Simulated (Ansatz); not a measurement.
Conformers and stereoisomers of `O[SiH](F)C[SiH](O)Cl`, each relaxed with PBE0-D4/def2-TZVP in Ansatz. CBS adds the triple-zeta coupled-cluster correction to the MP2 limit.

Not all of them had a frequency check.

Conformer A:

Cartesian coordinates in Å:
```
O -0.046 -0.038 -1.958
Si -1.099 0.564 -0.843
F -1.647 1.973 -1.358
C -0.114 0.764 0.699
Si 0.804 -0.758 1.277
O 1.311 -1.652 0.012
Cl 2.413 -0.149 2.405
H -0.358 -0.206 -2.849
H -2.289 -0.307 -0.716
H 0.628 1.548 0.511
H -0.757 1.122 1.510
H -0.018 -1.603 2.167
H 1.173 -1.259 -0.858
```

Conformer B:

Z-matrix (Å, degrees):
```
Si
F 1 1.612
C 1 1.846 2 107.6
O 1 1.632 2 109.1 3 117.2
H 1 1.479 2 105.4 3 -123.1
Si 3 1.860 1 114.8 2 -36.5
H 3 1.095 1 108.8 2 -159.3
H 3 1.097 1 108.1 2 84.3
H 4 0.958 1 118.8 2 71.6
O 6 1.630 3 111.8 1 59.3
Cl 6 2.065 3 106.7 1 -62.3
H 6 1.475 3 113.6 1 179.6
H 10 0.962 6 116.4 3 -48.2
```

(1) Which is lowest in electronic energy at CCSD(T)/CBS (frozen core, def2 sets), and by how much? (An estimate is asked.)

(2) Give the energies relative to B (kJ/mol) with r2SCAN-D4/def2-TZVPP, B2PLYP/def2-TZVPP, r2SCAN/def2-TZVPP, PBE0/def2-TZVPP, SCS-MP2/def2-TZVPP, MP2/def2-QZVPP, HF/CBS(def2). (An estimate is asked.)

Answers

(1) Computed: B; A lies 2.1 kJ/mol higher.

(2) The calculation gave: 
| level | A |
| --- | --- |
| r2SCAN-D4/def2-TZVPP | 2.1 |
| B2PLYP/def2-TZVPP | 1.7 |
| r2SCAN/def2-TZVPP | 2.0 |
| PBE0/def2-TZVPP | 1.2 |
| SCS-MP2/def2-TZVPP | 2.8 |
| MP2/def2-QZVPP | 2.1 |
| HF/CBS(def2) | 4.0 |
